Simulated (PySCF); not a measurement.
Exercise with solution: entropy of an ideal gas

SiOF, SMILES O=[Si]F, multiplicity 2.

Geometry: PBE-D3(BJ)/def2-TZVP.

PBE-D3(BJ)/def2-TZVP (PySCF 2.14.0) gives the harmonic wavenumbers 283, 797, 1155 cm⁻¹ and the rotational temperatures 3.1884, 0.3485, 0.3141 K. The molar mass is 63.08 g/mol, the symmetry number 1, the spin multiplicity 2.

Question: Work out the entropy at 298.15 K and 1 atm in the rigid-rotor, harmonic-oscillator model.

Answer: 
Translation (Sackur–Tetrode at 1 atm): S = R[1.5 ln M + 2.5 ln T − 1.16487] = 160.4 J/(mol K).
Rotation: q = (√π/σ) T^1.5/√(θA θB θC) = 15400, S = R[ln q + 3/2] = 92.7 J/(mol K).
Vibration: with u = 1.4388 ν/T, each mode gives R[u/(e^u − 1) − ln(1 − e^−u)]:
| ν (cm⁻¹) | modes | u | S (J/(mol K)) |
|---|---|---|---|
| 283 | 1 | 1.37 | 6.34 |
| 797 | 1 | 3.85 | 0.88 |
| 1155 | 1 | 5.57 | 0.21 |
These are all the modes. Sum 7.4 J/(mol K).
Spin: R ln 2 = 5.8 J/(mol K).
Total 266.3 J/(mol K); the program's own thermochemistry gives 266.3. Translation makes up 60 % and vibration 3 %. Anharmonicity, hindered rotation and orbital degeneracy are left out.
